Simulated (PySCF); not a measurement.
## UHF on Zn⁺ (zinc, charge +1)

Configuration: [Ar] 3d10 4s1, 2S determinant. Computed with PySCF 2.14 in def2-TZVP, with the non-relativistic Hamiltonian (point nucleus).

| Item | Value |
| --- | --- |
| Total energy | -1777.526441 hartree |
| One-electron energy | -2473.8323 hartree |
| Hartree (Coulomb) energy | 765.8117 hartree |
| Exchange energy | -69.5058 hartree |
| Kinetic energy | 1777.46777 hartree |
| ⟨S²⟩ | 0.7509 |
| ⟨L²⟩ | 0.000 |
| Sum of ⟨r⟩ | 18.72 bohr |
| Sum of ⟨r²⟩ | 22.62 bohr² |
| Density at the nucleus (Gaussians lack the cusp) | 18000 bohr⁻³ |
| Spin density at the nucleus | 6.48 bohr⁻³ |
| Langevin diamagnetic susceptibility | -17.9 ×10⁻⁶ cm³/mol |
| Time after the integrals | 0.13 s of wall time on 1 thread of Neoverse-V2 (shared host) |

```tsv
shell	electrons	mean orbital energy (hartree)	rms radius, mean of both spins (bohr)
1s α	1	-353.64991	0.0591
1s β	1	-353.64651	0.0591
2s α	1	-44.70294	0.248
2s β	1	-44.70040	0.248
2p β	3	-39.26660	0.221
2p α	3	-39.26574	0.221
3s α	1	-5.98347	0.742
3s β	1	-5.97375	0.742
3p α	3	-4.18352	0.782
3p β	3	-4.18308	0.782
3d α	5	-1.12572	0.993
3d β	5	-1.12498	0.993
4s α	1	-0.61334	2.75
```
